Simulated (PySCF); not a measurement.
Match the calculated data to a structure.

All candidates are C6H5F5.

| technique | computed result |
| --- | --- |
| NMR, other nuclei | isotropic shieldings of nuclei other than C and H, by class: 267 (3 F), 307 (2 F) ppm [GIAO PBE0/pcSseg-1] |
| 1H NMR | chemical shifts (computed TMS as zero) by class: 6.60 (1 H), 6.21 (1 H), 6.17 (1 H), 5.95 (1 H), 5.84 (1 H) ppm [GIAO PBE0/pcSseg-1] |
| Rotational structure | rotational constants A, B, C: 1.461, 1.041, 0.917 GHz [GFN2-xTB] |
| Dipole | 2.39 D [PBE0/pcSseg-1] |
| 13C NMR | chemical shifts (computed TMS as zero) by class: 145.5 (1 C), 139.1 (1 C), 133.6 (1 C), 129.5 (1 C), 128.9 (1 C), 122.0 (1 C) ppm [GIAO PBE0/pcSseg-1] |

Gas-phase values; electronic properties from PySCF, density fitting. Levels stand in brackets. Geometry: GFN2-xTB, one conformer, isolated molecule. NMR classes are plain means over equivalent atoms (diastereotopic ones count apart unless rotation or inversion swaps them), as if these changed places fast.

Question: Which candidate is it?
A. `C=C/C=C\C(F)(F)C(F)(F)F`
B. `C=CC(=C)C(F)(F)C(F)(F)F`
C. `C[C@@H](C(F)=C(F)F)/C(F)=C\F`

Answer: B. It is `C=CC(=C)C(F)(F)C(F)(F)F`. Numbering: `[CH2:1]=[CH:2][C:3](=[CH2:4])[C:5]([F:6])([F:7])[C:8]([F:9])([F:10])[F:11]`. Its formula, C6H5F5, gives 2 degrees of unsaturation: 0 rings and 2 π bonds in the structure found. 6 carbons fall into 6 classes; from least to most shielded: fully substituted alkene carbon [C3] (145.5 ppm), alkene CH carbon [C2] (139.1 ppm), terminal =CH2 carbon [C4] (133.6 ppm), terminal =CH2 carbon [C1] (129.5 ppm), CF3 carbon [C8] (128.9 ppm), CF2 carbon [C5] (122.0 ppm). Hydrogen classes from least to most shielded: 1 H on an alkene CH carbon, C2 (6.60 ppm), 1 H on a terminal =CH2 carbon, C4 (6.21 ppm), 1 H on a terminal =CH2 carbon, C1 (6.17 ppm), 1 H on a terminal =CH2 carbon, C4 (5.95 ppm), 1 H on a terminal =CH2 carbon, C1 (5.84 ppm). The other shieldings belong to: 267 ppm, fluorine of a CF3 group [F9/F10/F11]; 307 ppm, fluorine of a CF2 group [F6/F7]. The optimised geometry has point group C1 and is an asymmetric top.

The others, at the same levels:
- `C=C/C=C\C(F)(F)C(F)(F)F` fails: its computed 13C shifts are 149.6 (1 C), 141.0 (1 C), 135.0 (1 C), 129.6 (1 C), 125.9 (1 C), 121.5 (1 C) ppm, 1H shifts are 7.32 (1 H), 6.74 (1 H), 5.93 (1 H), 5.88 (1 H), 5.77 (1 H) ppm and rotational constant A is 1.759 GHz (against 1.461 GHz).
- `C[C@@H](C(F)=C(F)F)/C(F)=C\F` fails: its computed 13C shifts are 166.9 (1 C), 160.4 (1 C), 152.8 (1 C), 141.0 (1 C), 42.1 (1 C), 17.1 (1 C) ppm, 1H shifts are 7.60 (1 H), 3.56 (1 H), 1.68 (3 H) ppm and rotational constant A is 1.549 GHz (against 1.461 GHz).

Each candidate is one conformer, not necessarily the lowest. The conformers computed, where there is a choice (atom-mapped SMILES and torsion angles):
- `[CH2:1]=[CH:2][C:3](=[CH2:4])[C:5]([F:6])([F:7])[C:8]([F:9])([F:10])[F:11]`: C1–C2–C3–C4 -178°, C2–C3–C5–F6 -42°, C3–C5–C8–F9 175°
- `[CH2:1]=[CH:2]/[CH:3]=[CH:4]\[C:5]([F:6])([F:7])[C:8]([F:9])([F:10])[F:11]`: C1–C2–C3–C4 179°, C3–C4–C5–F6 158°, C4–C5–C8–F9 63°
- `[CH3:1][C@@H:2]([C:3]([F:4])=[C:5]([F:6])[F:7])/[C:8]([F:9])=[CH:10]\[F:11]`: C1–C2–C3–F4 -91°, C1–C2–C8–F9 178°
